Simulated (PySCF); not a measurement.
Compound: (MgSe)4 ring, Mg4Se4.
Structure used (PBE0-D3(BJ)/def2-SVP), in Å, numbered top down from 1:
```
atom  x, y, z in Å
Mg1    0.1232   -0.3380   -2.5068
Se2   -2.1524    0.4390   -2.5051
Mg3   -2.4019    0.6713   -0.1231
Se4   -2.4277    0.8609    2.2776
Mg5   -0.0876    0.3248    2.4898
Se6    2.2372   -0.3012    2.4701
Mg7    2.4368   -0.6873    0.0997
Se8    2.4106   -1.0551   -2.2859
```

Computed, not measured: PySCF 2.14.0, density-fitted response routines, TDDFT wB97X-D/def2-SVPD, vertical, gas phase, core orbitals frozen in the response. Note that the optimisation stopped short of convergence; the values belong to its last geometry. Relativistic effects, spin–orbit coupling among them, are left out although an element past zinc is present.

Kohn–Sham orbitals with the atoms that hold most of them (Löwdin shares over 4%, at most four atoms; ? is withheld):

```csv
orbital,ε (eV),atoms
LUMO+2,0.17,"Mg3 18%, Mg7 18%, Mg1 17%, Mg5 17%"
LUMO+1,-0.37,"Mg5 17%, Mg7 17%, Mg3 17%, Mg1 16%"
LUMO,-1.14,"Mg7 15%, Mg3 15%, Mg1 15%, Mg5 15%"
HOMO,-8.45,?
HOMO-1,-8.70,"Se6 30%, Se2 29%, Se8 11%, Se4 10%"
HOMO-2,-8.70,"Se4 30%, Se8 29%, Se2 11%, Se6 10%"
HOMO-3,-8.97,"Se2 21%, Se6 20%, Se4 20%, Se8 20%"
```

**Question.** Which atoms hold the HOMO, and with what shares?

**Answer.** Se8 (bonded to 2 Mg) 20%; Se4 (bonded to 2 Mg) 20%; Se6 (bonded to 2 Mg) 19%; Se2 (bonded to 2 Mg) 19%.

Within 0.005 eV of a neighbour in this list lie HOMO-2/HOMO-1.

**Question.** The HOMO–LUMO gap is 7.31 eV. Where does the response calculation put the lowest singlet, and from which orbitals?

**Answer.** S1 is at 3.49 eV (f = 0.0000), 3.82 eV below the gap, made of HOMO→LUMO (89%). Without the coupling terms of the response equations the lowest excitation would equal the gap.

**Question.** Give energy, strength and leading configuration of S1 and S5, and follow the Löwdin shares of the leading atoms from the occupied to the empty orbital.

**Answer.** 
- S1 (3.49 eV, f 0.0000), HOMO→LUMO (89%): Se8 20% → at most 15%, Se4 20% → at most 15%, Mg7 at most 19% → 15%, Mg3 at most 19% → 15%
- S5 (4.25 eV, f 0.0001), HOMO→LUMO+1 (74%): Se8 20% → at most 17%, Se4 20% → at most 17%, Mg5 at most 19% → 17%, Mg7 at most 19% → 17%

Orbitals of the list HOMO-3 to LUMO+2 that lie within 0.01 eV of each other are written together with a slash and their weights summed (≥ marks a lower bound); for degenerate orbitals outside that list single weights are arbitrary.

Löwdin shares depend on the basis, the more so with diffuse functions.
